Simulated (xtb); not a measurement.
C₆H₁₅N₂ (SMILES [CH2]N(C)CCN(C)C), doublet, geometry from GFN2-xTB, atoms displaced at random by about 0.05 Å a coordinate. Base run: GFN2-xTB run with xtb.

Here is a job for xtb.
```
$ xtb mol.xyz --gfn 2 --uhf 1 --opt --json

# file mol.xyz
23

C      2.17826653     0.80496243    -1.18369423
N      1.59419659    -0.00005300    -0.19518620
C      2.26863199    -1.04955351     0.40542820
C      0.68960767     0.78075615     0.74637339
C     -0.55116113     0.13997606     1.00046394
N     -1.64060930     0.31154133    -0.06777798
C     -1.32232312    -0.45291275    -1.27386576
C     -2.88291995     0.05689100     0.53190315
H      1.60255493     1.51245554    -1.56053558
H      2.82253799     0.23640490    -1.86791994
H      2.77603401    -1.65328099    -0.36189864
H      1.72701789    -1.72646363     0.94921964
H      3.08699916    -0.63240222     1.11551399
H      0.53157207     1.72197799     0.25005164
H      1.31185238     0.90124674     1.56684286
H     -1.09880866     0.41385515     2.00592626
H     -0.45466578    -1.02319737     1.21201375
H     -0.36826173    -0.23756372    -1.59451139
H     -2.08936571    -0.24161823    -1.92244467
H     -1.34923189    -1.62227376    -1.16409867
H     -3.65878502     0.30611856    -0.23598251
H     -3.13857361    -1.05271571     0.72705954
H     -3.16461859     0.57578949     1.32868759
```

Each row names what was changed in the base input (with any setting that the change needs).

| change | ΔE vs base (kcal/mol) | optimiser steps |
|---|---|---|
| base | 0.000 | 10 |
| opt level = tight | -0.002 | 12 |
| engine = inertial | 0.038 | - |
| engine = lbfgs | 0.000 | - |
| opt level = crude | 0.068 | 5 |
| opt level = lax | 0.014 | 7 |
| opt level = loose | 0.014 | 7 |
| opt level = vtight | -0.002 | 19 |
| alpb = dmf | -7.13 | 11 |
| opt level = extreme | -0.002 | 22 |
